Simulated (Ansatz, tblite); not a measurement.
Cost and result up the ladder for CdF₂⁻ (3 atoms). The state is a doublet with charge -1. Geometry: PBE-D4/def2-TZVPD.

```xyz
3

Cd   -0.1209   -0.6687   -0.0153
F     0.8787    0.2251   -1.6818
F    -0.7578    0.4436    1.6971
```

Ansatz on 4 threads of Arm Neoverse V1 on a shared host; xTB runs through tblite on one thread. Times are rough, summed over both states, and most runs start from the orbitals of an earlier one. B2PLYP/def2-TZVPD serves as the yardstick here, not as an exact answer. The other state is a quartet at its own geometry.

In the def2 sets Cd takes a core potential; there is no spin–orbit coupling. The xTB rows come from tblite. B3LYP takes the VWN-RPA correlation. HSE06 is defined as in plane-wave codes, on full-range PBE exchange. Correlated methods freeze 2 core orbitals; core or outer-core shells of Cd are correlated, in sets that lack core-valence functions. In CCSD on the charge -1 quartet the largest single amplitude is 0.25, so its Hartree–Fock determinant may place the open shell otherwise than the density functionals do. The structure comes from a short search, and lower isomers may exist.

Run but left out: HF/STO-3G, HF/def2-TZVPD, HF/def2-TZVPPD, MP2/def2-TZVPD, MP2/def2-TZVPPD (quartet: a determinant that CCSD turns far, T1 0.048).

Correlated methods converge slowly with the basis.

xTB has no spin-polarisation term.

| level | functions | wall time | quartet − doublet (eV) | difference from B2PLYP/def2-TZVPD (eV) | remarks |
| --- | --- | --- | --- | --- | --- |
| GFN1-xTB | 12 | 0.002 s | 7.78 | 2.16 | – |
| GFN2-xTB | 12 | 0.002 s | 10.55 | 4.92 | – |
| PBE-D4/def2-TZVPD (with forces) | 120 | 2.5 s | 5.19 | -0.44 | HOMO above zero (doublet), HOMO above zero (quartet) |
| HSE06-D4/def2-TZVPD | 120 | 3.2 s | 5.24 | -0.38 | HOMO above zero (quartet) |
| B3LYP-D4/def2-TZVPD | 120 | 3.2 s | 5.37 | -0.25 | HOMO above zero (quartet) |
| RPA@PBE/def2-TZVPD | 120 | 4.2 s | 5.13 | -0.50 | – |
| BHLYP-D4/def2-TZVPD | 120 | 5 s | 5.44 | -0.18 | HOMO above zero (quartet) |
| B2PLYP/def2-TZVPD | 120 | 5.4 s | 5.62 | 0.00 | – |
| r2SCAN-D4/def2-TZVPD | 120 | 6.2 s | 5.10 | -0.52 | HOMO above zero (doublet), HOMO above zero (quartet) |
| r2SCAN0-D4/def2-TZVPD | 120 | 7.1 s | 5.19 | -0.43 | HOMO above zero (quartet) |
| PBE0-D4/def2-TZVPD | 120 | 7.9 s | 5.25 | -0.37 | HOMO above zero (quartet) |
| CCSD(T)/def2-TZVPPD | 136 | 85 s | 5.72 | 0.10 | HOMO above zero (quartet), large T1 (0.048) (quartet) |
